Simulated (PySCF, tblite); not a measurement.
Species: C5H18Si3.
Cartesian coordinates in Å at the GFN2-xTB level; atoms count from 1:
```xyz
26
C5H18Si3 angstrom
C      4.556   -0.638    0.022
C      3.121   -0.931    0.440
C      2.149    0.139   -0.055
C      0.708   -0.162    0.342
Si    -0.534    1.163   -0.229
Si    -2.686    0.468    0.324
C     -3.919    1.831   -0.191
Si    -3.383   -1.552   -0.596
H      4.881    0.321    0.421
H      5.228   -1.409    0.391
H      4.637   -0.600   -1.063
H      3.065   -0.988    1.530
H      2.818   -1.902    0.042
H      2.445    1.108    0.353
H      2.217    0.209   -1.143
H      0.422   -1.131   -0.072
H      0.656   -0.269    1.428
H     -0.104    2.444    0.357
H     -0.354    1.333   -1.681
H     -2.822    0.386    1.798
H     -3.915    1.977   -1.268
H     -3.672    2.785    0.267
H     -4.935    1.583    0.101
H     -2.471   -2.645   -0.243
H     -3.411   -1.505   -2.062
H     -4.719   -1.992   -0.184
```

Level of theory: PBE0/pcSseg-1 in PySCF (dipole) on a GFN2-xTB geometry, gas phase.

Take the most abundant isotopes and a rigid rotor. The values belong to one conformer with, in the numbering `[CH3:1][CH2:2][CH2:3][CH2:4][SiH2:5][Si@@H:6]([CH3:7])[SiH3:8]`, C1–C2–C3–C4 179°, C2–C3–C4–Si5 179°, C3–C4–Si5–Si6 176°, C4–Si5–Si6–C7 178°.

Give the principal moments of inertia and the rotational constants in MHz.

Ia = 241.08, Ib = 1318.95, Ic = 1495.62 u·Å²; 505379 MHz·u·Å²/I gives A = 2096, B = 383.2, C = 337.9 MHz.

Classify the top.

A near-prolate asymmetric top. Ray's parameter κ = (2B − A − C)/(A − C) = -0.949; −1 is the prolate and +1 the oblate limit.

What does the inertial defect say?

Not planar: Δ = Ic − Ia − Ib = -64.41 u·Å². For a rigid frame Δ = −2 Σ m c², so Σ m c² = 32.20 u·Å² lies off the ab plane: 18.94 from hydrogen and 13.26 from heavier atoms. The atom farthest from that plane is 1.93 Å away.

Which lines would a microwave search look for?

The dipole components are |μa| = 0.20 D, |μb| = 0.27 D, |μc| = 0.17 D. Intensities carry the squares of the components, which stand as 0.51 : 1.00 : 0.40 (a : b : c). Some lines, for components of 0.1 D or more:

| type | branch | J(Ka,Kc) | MHz | lower level (cm⁻¹) |
| --- | --- | --- | --- | --- |
| a | R | 2(1,2) ← 1(1,1) | 1397 | 0.081 |
| c | Q | 3(1,3) ← 3(0,3) | 1604 | 0.144 |
| c | Q | 2(1,2) ← 2(0,2) | 1669 | 0.072 |
| b | Q | 1(1,0) ← 1(0,1) | 1758 | 0.024 |
| b | Q | 3(1,2) ← 3(0,3) | 1875 | 0.144 |
| a | R | 3(2,2) ← 2(2,1) | 2163 | 0.304 |
| a | R | 3(2,1) ← 2(2,0) | 2167 | 0.304 |
| b | R | 2(1,2) ← 1(0,1) | 3110 | 0.024 |
| c | R | 3(1,2) ← 2(0,2) | 4035 | 0.072 |
| c | Q | 3(2,2) ← 3(1,2) | 5072 | 0.207 |
| b | Q | 3(2,2) ← 3(1,3) | 5344 | 0.198 |
| b | R | 2(2,1) ← 1(1,0) | 6627 | 0.083 |
| c | R | 2(2,1) ← 1(1,1) | 6672 | 0.081 |
| b | R | 2(2,0) ← 1(1,1) | 6673 | 0.081 |
| c | R | 3(2,2) ← 2(1,2) | 7438 | 0.128 |
| c | R | 3(3,0) ← 2(2,0) | 10842 | 0.304 |

Estimate the classical rotational partition function at 25 K, 50 K and 200 K.

Point group C1, symmetry number σ = 1; q = (√π/σ)·√((kT/h)³/(ABC)), k/h = 20836.6 MHz/K: 40400 at 25 K, 114000 at 50 K, 915000 at 200 K.

Its lowest GFN2-xTB frequency is 12 cm⁻¹, too small to tell a flat minimum from a shallow saddle. Constants of a rigid frame at the computed geometry: no zero-point averaging, no centrifugal distortion. A rigid rotor knows nothing of internal rotation, which can split or shift real lines.

The run took 55 s of wall time (grids of density and orbitals included) on an Intel Xeon 6975P-C with one thread, no GPU, on a shared host, and the process peaked at 1.2 GiB of memory. This is the PBE0/pcSseg-1 job that gave the dipole, with the shieldings it also computed.
